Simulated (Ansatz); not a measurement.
Cost and result for the atomization energy of CH5FGeOSi, SMILES `F[Si]1([GeH3])CO1` (10 atoms, 10 bonds).

Z-matrix (Å, degrees):
```
Si
Ge 1 2.364
C 1 1.799 2 128.1
F 1 1.593 2 109.9 3 -161.3
O 1 1.645 2 118.7 3 61.3
H 2 1.534 1 109.7 3 -133.2
H 2 1.534 1 109.9 3 106.5
H 2 1.533 1 108.1 3 -13.3
H 3 1.087 1 123.8 2 0.7
H 3 1.088 1 120.7 2 -162.4
```

The species carries charge 0 and has multiplicity 1. Correlated methods include outer-core shells of Ge, which these sets cover unevenly. Scalar relativity is left out up to krypton. The structure was optimised at the PBE0-D4/def2-TZVP level. Program: Ansatz. All runs use 4 threads of an Arm Neoverse V1 on a shared host. Times are those of one run each, without the atoms' runs, and a repeat can differ threefold. Electronic energies, without spin–orbit coupling; frozen cores. CCSD(T)/CBS adds CCSD(T) − MP2 in def2-TZVPP to the MP2 limit, and its time is that of the two runs behind it. T1 = 0.013. With those shells the extrapolation isn't a true limit. B3LYP takes the VWN-RPA correlation (the form of Gaussian; ORCA's B3LYP/G).

CCSD(T)/CBS is a level of theory with its own doubt, some kJ/mol a heavy atom from the limit and from the frozen cores, so smaller differences don't rank the functionals.

```
                             level  functions  atomization (kcal/mol)  difference from CCSD(T)/CBS  per bond
                    MP2/def2-QZVPP        480                   843.9                          6.6       0.7
                CCSD(T)/def2-TZVPP        253                   814.6                        -22.7      -2.3
 B3LYP-D4/def2-TZVPP (with forces)        253                   828.0                         -9.3      -0.9
                PBE0-D4/def2-TZVPP        253                   828.1                         -9.2      -0.9
                 B2PLYP/def2-TZVPP        253                   822.4                        -14.9      -1.5
  ωB97M-V/def2-TZVPP (with forces)        253                   833.1                         -4.2      -0.4
                 CCSD(T)/CBS(def2)          –                   837.3                          0.0       0.0
r2SCAN-D4/def2-TZVPP (with forces)        253                   838.5                          1.2       0.1
                ωB97X-V/def2-TZVPP        253                   839.1                          1.8       0.2
   PBE-D4/def2-TZVPP (with forces)        253                   846.1                          8.8       0.9
```

(1) Order the runs by time, with rough figures. (Estimate.)

Answers

(1) Computed: PBE-D4/def2-TZVPP (with forces) 2.7 s; PBE0-D4/def2-TZVPP 3.5 s; r2SCAN-D4/def2-TZVPP (with forces) 5.5 s; B3LYP-D4/def2-TZVPP (with forces) 5.5 s; B2PLYP/def2-TZVPP 6.5 s; ωB97X-V/def2-TZVPP 9 s; ωB97M-V/def2-TZVPP (with forces) 13 s; MP2/def2-QZVPP 25 s; CCSD(T)/def2-TZVPP 4 min; CCSD(T)/CBS(def2) 4.4 min.

The D4 term adds +8.3 kcal/mol with B3LYP and +4.3 kcal/mol with PBE0; it sums over pairs of atoms, weighted by their polarisabilities, and B3LYP, whose exchange is more repulsive, gets the larger term. In def2-TZVPP, CCSD(T) changes the Hartree–Fock value by +224.8 kcal/mol (the triples alone add +14.0 kcal/mol) and MP2 by +240.5 kcal/mol; breaking electron pairs costs correlation energy, which Hartree–Fock lacks. From PBE to PBE0 (25 % exact exchange), in def2-TZVPP and without D4, the atomization energy moves by −17.2 kcal/mol: exact exchange takes away binding that semilocal exchange gives to molecules.
